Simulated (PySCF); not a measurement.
CI₃, charge -1. Atoms are numbered in the order given.

```xyz
4

C      0.0000     0.0000    -0.8673
I     -1.8440     1.0646     0.0327
I      0.0000    -2.1293     0.0327
I      1.8440     1.0646     0.0327
```
Charge -1, spin multiplicity 1.

Geometry: B3LYP-D3(BJ)/def2-SVPD. The def2 effective core potentials stand for the cores of I; spin–orbit coupling is left out.

Calculation: PySCF with HF/def2-SVPD.

Gas-phase values at a fixed geometry.

Computed frontier levels, gap, dipole moment and polarisability:
* **highest occupied level**: -4.23 eV
* **lowest empty level**: 4.11 eV
* **orbital gap**: 8.33 eV
* **dipole moment about the centre of nuclear charge**: 0.79 D
* **mean static polarisability**: 155.0 bohr³ (22.97 Å³)
* **polarisability, principal values**: 105.0, 179.9, 179.9 bohr³
